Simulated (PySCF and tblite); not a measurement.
The numbers below are computed, except where a source is named.
Stationary points of C₆H₁₁FO at GFN2-xTB, in Å:

Structure A

```
 1 C     0.385   -1.472    0.296
 2 C    -0.351   -0.167   -0.013
 3 C    -1.568   -0.030    0.910
 4 C    -0.787   -0.134   -1.480
 5 C     0.562    1.023    0.246
 6 F    -0.079    2.212    0.000
 7 C     2.014    1.075    0.073
 8 O     1.386    1.071    1.339
 9 H    -0.321   -2.298    0.276
10 H     1.161   -1.670   -0.440
11 H     0.837   -1.427    1.284
12 H    -2.084    0.908    0.724
13 H    -1.250   -0.049    1.950
14 H    -2.261   -0.850    0.738
15 H    -1.315    0.790   -1.701
16 H     0.076   -0.204   -2.139
17 H    -1.450   -0.971   -1.686
18 H     2.572    0.184   -0.175
19 H     2.463    2.019   -0.211
```

Structure B

```
 1 C     0.460   -1.467   -0.013
 2 C    -0.329   -0.156   -0.120
 3 C    -1.330   -0.057    1.036
 4 C    -1.082   -0.135   -1.454
 5 C     0.625    1.044   -0.051
 6 F     0.541    1.865   -1.148
 7 C     1.934    1.080    0.606
 8 O     0.800    1.746    1.114
 9 H    -0.211   -2.306   -0.180
10 H     1.251   -1.504   -0.758
11 H     0.900   -1.583    0.974
12 H    -1.909    0.860    0.957
13 H    -0.813   -0.048    1.992
14 H    -2.009   -0.905    1.010
15 H    -1.647    0.787   -1.563
16 H    -0.390   -0.213   -2.289
17 H    -1.772   -0.973   -1.493
18 H     2.283    0.239    1.189
19 H     2.699    1.726    0.192
```

Level: PBE0/pcSseg-1 + D3(BJ) on GFN2-xTB stationary points, with GFN2-xTB thermal terms.

Which structure is a saddle point, and along which motion?

B: one imaginary mode (59i cm⁻¹ at GFN2-xTB, mostly on F6, O8, C7), along the rotation about the C2–C5 bond (torsion C1–C2–C5–F6 from -179° to -300°, falling).

Give their symmetry and energies above the lowest.

A C1, 0.0 kcal/mol; B C1, 4.6 kcal/mol.
